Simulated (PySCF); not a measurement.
C8H7NO.
Numbering: `[OH:1][c:2]1[cH:3][cH:4][cH:5][c:6]2[cH:7][cH:8][nH:9][c:10]12` (hydrogens: H11 on O1; H12 on C3; H13 on C4; H14 on C5; H15 on C7; H16 on C8; H17 on N9)

Level: CAM-B3LYP/def2-SVPD in PySCF, non-relativistic, on one gas-phase PBE0-D3(BJ)/def2-SVP geometry that isn't relaxed in the solvent. The solvent is an IEF-PCM continuum (cavity from Bondi-type radii × 1.2), and excitations are vertical TDDFT with non-equilibrium linear response and a frozen core. Specific hydrogen bonds and non-electrostatic terms are outside this model.

Gas-phase singlets (H = HOMO, L = LUMO):

| state | E (eV) | λ (nm) | f | leading configurations |
| --- | --- | --- | --- | --- |
| S1 | 4.963 | 250 | 0.063 | H→L 57%, H-1→L 19% |
| S2 | 5.170 | 240 | 0.064 | H→L 32%, H-1→L 32% |
| S3 | 5.362 | 231 | 0.000 | H→L+1 91% |
| S4 | 5.997 | 207 | 0.001 | H→L+2 85% |
| S5 | 6.170 | 201 | 0.005 | H-1→L+1 62%, H→L+4 22% |

Question: How does the list change in tetrahydrofuran (ε = 7.426)?

Answer: 
```csv
state,E (eV),λ (nm),f,leading configurations,change by rank (eV)
S1,4.947,251,0.116,"H→L 70%, H-1→L 12%",-0.016
S2,5.123,242,0.062,"H-1→L 39%, H→L+2 37%",-0.047
S3,5.644,220,0.000,H→L+1 89%,+0.282
S4,6.106,203,1.069,"H→L+2 50%, H-1→L 46%",+0.109
S5,6.227,199,0.004,"H→L+3 73%, H-1→L+1 14%",+0.057
```

Question: Give the list for acetonitrile (ε = 35.69), n² = 1.81.

Answer: 
```
state  E (eV)  λ (nm)      f  leading configurations  change by rank (eV)
   S1   4.957     250  0.111      H→L 70%, H-1→L 12%               -0.006
   S2   5.124     242  0.057    H-1→L 38%, H→L+2 37%               -0.046
   S3   5.675     218  0.000               H→L+1 89%               +0.313
   S4   6.134     202  1.042    H→L+2 50%, H-1→L 47%               +0.137
   S5   6.254     198  0.004  H→L+3 68%, H-1→L+1 16%               +0.084
```

Question: How do the frontier levels move from gas to acetonitrile?

Answer: 
| orbital | gas (eV) | solvent (eV) | change (eV) |
| --- | --- | --- | --- |
| LUMO+2 | 1.62 | 1.53 | -0.09 |
| LUMO+1 | 1.05 | 1.38 | +0.33 |
| LUMO | 0.83 | 0.76 | -0.07 |
| HOMO | -6.91 | -7.00 | -0.09 |
| HOMO-1 | -7.58 | -7.68 | -0.10 |
| HOMO-2 | -8.90 | -8.99 | -0.09 |
| HOMO-3 | -10.78 | -10.90 | -0.12 |

The HOMO–LUMO gap goes from 7.74 to 7.76 eV. Rows go by rank; for LUMO, LUMO+1 and LUMO+2 the atom shares or the degeneracy differ between the runs, so the row needn't follow one orbital.

The run took about 1.6 min of CPU time (one thread, shared machine). This is the whole response run at CAM-B3LYP/def2-SVPD in acetonitrile, SCF included.

The values belong to the conformer `[OH:1][c:2]1[cH:3][cH:4][cH:5][c:6]2[cH:7][cH:8][nH:9][c:10]12`: H–O1–C2–C3 0°.
